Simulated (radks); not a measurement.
Ce3+, 55 electrons, occupied as [Xe] 4f1 (the NIST ground configuration). All-electron calculation, scalar-relativistic Kohn-Sham, revPBE, spin-polarised, spherical densities, finite nucleus; open shells are filled with parallel spins first (spin-orbit coupling, left out, can overturn this in heavy ions); Fermi nuclear charge, rms radius 4.8771 fm. Program: a radial shooting solver on a logarithmic mesh with Libxc functionals.

Unscreened Slater integrals over Kohn-Sham orbitals (cm^-1). They are taken over the spin-up orbitals. Empty in this configuration: 5d.

integral    value
F0(4f,4f)  192770
F2(4f,4f)   90068
F4(4f,4f)   56179
F6(4f,4f)   40319
F0(4f,5p)  134680
F2(4f,5p)   51088
G2(4f,5p)   29717
G4(4f,5p)   22561
F0(4f,5s)  148450
G3(4f,5s)   32709
F0(4f,4d)  222150
F2(4f,4d)  104450
F4(4f,4d)   66186
G1(4f,4d)  123380
G3(4f,4d)   76696
G5(4f,4d)   54019
F0(4f,5d)  105050
F2(4f,5d)   31392
F4(4f,5d)   16455
G1(4f,5d)   17293
G3(4f,5d)   13679
G5(4f,5d)   10364
F0(5p,5p)  115350
F2(5p,5p)   62645
F0(5p,5s)  122410
G1(5p,5s)   82553
F0(5p,4d)  143400
F2(5p,4d)   41753
G1(5p,4d)   11974
G3(5p,4d)   11653
F0(5p,5d)   95944
F2(5p,5d)   47623
G1(5p,5d)   55905
G3(5p,5d)   34879
F0(5s,5s)  131430
F0(5s,4d)  160160
G2(5s,4d)   17923
F0(5s,5d)   99425
G2(5s,5d)   36156
F0(4d,4d)  265700
F2(4d,4d)  135380
F4(4d,4d)   90549
F0(4d,5d)  109320
F2(4d,5d)   22910
F4(4d,5d)  9800.9
G0(4d,5d)  5132.4
G2(4d,5d)  6181.1
G4(4d,5d)  5102.8
F0(5d,5d)   84625
F2(5d,5d)   44943
F4(5d,5d)   30075

Derived for the open shells (J is the average intra-shell exchange parameter used in DFT+U). 4f: F4/F2 = 0.624, F6/F2 = 0.448, J = (286 F2 + 195 F4 + 250 F6)/6435 = 7272 cm^-1.
